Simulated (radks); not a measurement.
The indium ion In+, configuration [Kr] 4d8 5s2 5p2 (not the ground configuration). Method: Dirac Kohn-Sham, PBEsol, spin-unpolarised, spherical densities, point nucleus; open shells fill j = l - 1/2 first; computed with a radial shooting solver on a logarithmic mesh with Libxc functionals.

Unscreened Slater integrals over Kohn-Sham orbitals (hartree). Large and small components are both included. Empty in this configuration: 5p3/2.

F0(5p1/2,5p1/2): 0.33354
F0(5p1/2,5s1/2): 0.36106
G1(5p1/2,5s1/2): 0.23932
F0(5p1/2,4d5/2): 0.41809
G3(5p1/2,4d5/2): 0.037012
F0(5p1/2,4d3/2): 0.41862
G1(5p1/2,4d3/2): 0.041130
F0(5p1/2,5p3/2): 0.32778
G2(5p1/2,5p3/2): 0.17532
F0(5s1/2,5s1/2): 0.39867
F0(5s1/2,4d5/2): 0.48692
G2(5s1/2,4d5/2): 0.068429
F0(5s1/2,4d3/2): 0.48775
G2(5s1/2,4d3/2): 0.066336
F0(5s1/2,5p3/2): 0.35341
G1(5s1/2,5p3/2): 0.22764
F0(4d5/2,4d5/2): 0.81230
F2(4d5/2,4d5/2): 0.40852
F4(4d5/2,4d5/2): 0.26928
F0(4d5/2,4d3/2): 0.81693
F2(4d5/2,4d3/2): 0.41081
G2(4d5/2,4d3/2): 0.41052
G4(4d5/2,4d3/2): 0.27065
F0(4d5/2,5p3/2): 0.40543
F2(4d5/2,5p3/2): 0.10922
G1(4d5/2,5p3/2): 0.037219
G3(4d5/2,5p3/2): 0.033025
F0(4d3/2,4d3/2): 0.82164
F2(4d3/2,4d3/2): 0.41322
F0(4d3/2,5p3/2): 0.40593
F2(4d3/2,5p3/2): 0.10795
G1(4d3/2,5p3/2): 0.035906
G3(4d3/2,5p3/2): 0.032118
F0(5p3/2,5p3/2): 0.32239
F2(5p3/2,5p3/2): 0.17300
